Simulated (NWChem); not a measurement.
# SbH₂, doublet; SMILES [SbH2]

All runs: NWChem. Spin-unrestricted. In the optimisation the excess spin sits in b1 (C2v, its own frame). No stability test was run on the SCF state. The level has its own optimisation.

Task: What does the run give for UHF/3-21G (all-electron, non-relativistic)? Quantities: r H–Sb (Å).

Result: 
```
Quantity    Value
----------  -----
r H–Sb (Å)  1.732
```
